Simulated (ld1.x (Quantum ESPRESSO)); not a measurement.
Ga: one change to a TM semilocal potential, before and after

ld1.x (Quantum ESPRESSO) 7.5 input, shortened:

```
&input
   title='Ga', zed=31., rel=1, dft='BP', iswitch=3,
   config='[Ar] 3d10 4s1.5 4p0'
 /
 &inputp
   pseudotype=1, tm=.true., lloc=2,
   nlcc=.true., new_core_ps=.true., rcore=0.60
 /
3
4S  1  0   1.50   0.00  1.85  1.85  0.0
4P  2  1   0.00   0.00  2.20  2.20  0.0
3D  3  2  10.00   0.00  0.80  0.80  0.0
 &test
   configts(1)='3d10 4s1.5 4p0'
 /
```

Change: wave 4s (bound): rc 1.85 bohr becomes 4s (bound): rc 1.32 bohr.

Cutoffs: the cutoffs (Ry, on a coarse ladder) from which the occupation-weighted sum of valence levels, in a spherical-Bessel basis at the reference potential, stays within 10 and 1 mRy of its value at 400 Ry; they do not see the model core or the augmentation charge, which bear on the density cutoff. Errors are all-electron minus pseudo energies relative to the spin-unpolarised reference configuration.

What does the change do?

Of the 7 tests that both files solve, the error grows in 6 and shrinks in 1 by more than 15 % and 0.3 meV (median size 0.5 → 1.7 meV); the range in which the s phases agree narrows (upper end 2.2 → 1.0); neither file shows a bound ghost. A semilocal file is local in each channel, so a ghost entry of none says nothing of the separable form that plane-wave codes build from it.

| quantity | base | changed |
| --- | --- | --- |
| bound ghosts | none | none |
| error for 3d10 4s2 4p1, meV [ΔE -15.28 eV] | -0.5 | +1.7 |
| error for 3d10 4s2 4p0, meV [ΔE -9.45 eV] | -0.5 | +1.1 |
| error for 3d10 4s1 4p0, meV [ΔE 11.88 eV] | -3.9 | -1.8 |
| error for 3d10 4s0 4p3, meV [ΔE -1.86 eV] | -3.4 | -4.9 |
| error for 3d10 4s1 4p2, meV [ΔE -8.72 eV] | +0.4 | -1.4 |
| error for 3d10 4s2 4p0.5, meV [ΔE -13.18 eV] | -0.8 | +1.3 |
| error for 3d10 4s2 4p1.3, meV [ΔE -15.86 eV] | -0.1 | +2.0 |
| s: phases at 2.39 bohr within 0.05 rad from the reference energy up to (Ry; the scan ends near 5) | 2.2 | 1.0 |
| p: phases at 2.39 bohr within 0.05 rad from the reference energy up to (Ry; the scan ends near 5) | 3.0 | 3.0 |
| d: phases at 2.39 bohr within 0.05 rad from the reference energy up to (Ry; the scan ends near 5) | to the end of the scan | to the end of the scan |
